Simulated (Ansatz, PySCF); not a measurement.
Molecule: C$_{2}$H$_{9}$P$_{2}$Si, net charge 0, doublet state. SMILES: P[Si](P)([CH2])C
Geometry: optimised at B3LYP-D3(BJ)/def2-TZVP (Ansatz, a first-principles code).

Quantity: size of the dipole moment, in D. Set-up: LANL2DZ with its own core potentials from Na on; dispersion terms only where a functional's name holds one; UHF or UKS for open shells; non-relativistic; 6-31G* and kin with 6d, 5d where marked; 6-311+G** with 5d, 6d on Na to Ar in Ansatz; no spin-orbit coupling. Ab initio and DFT rows: single points at B3LYP-D3(BJ) geometries (Ansatz).

```
level               program  size of the dipole moment (D)
------------------  -------  -----------------------------
SVWN5/6-31G*         Ansatz                           1.54
PBE/STO-3G           Ansatz                           0.76
PBE/LANL2DZ          Ansatz                           1.52
BLYP/6-31G*          Ansatz                           1.45
B3LYP/STO-3G         Ansatz                           0.72
B3LYP/6-31G*         Ansatz                           1.56
B3LYP/cc-pVDZ        Ansatz                           1.25
PBE0/6-311+G**       Ansatz                           1.38
M06-2X/6-31G* (5d)    PySCF                           1.65
M06-2X/6-311+G**      PySCF                           1.38
```

No value to compare with is used here. The 10 habitual levels span 0.72 (B3LYP/STO-3G) to 1.65 D (M06-2X/6-31G* (5d)).

The levels are drawn from those run, B3LYP/6-31G* more often than the rest, none by its result; left out are runs that failed, that the program found above a lower state of the same kind, or whose <S^2> lies over 0.5 above the pure value.
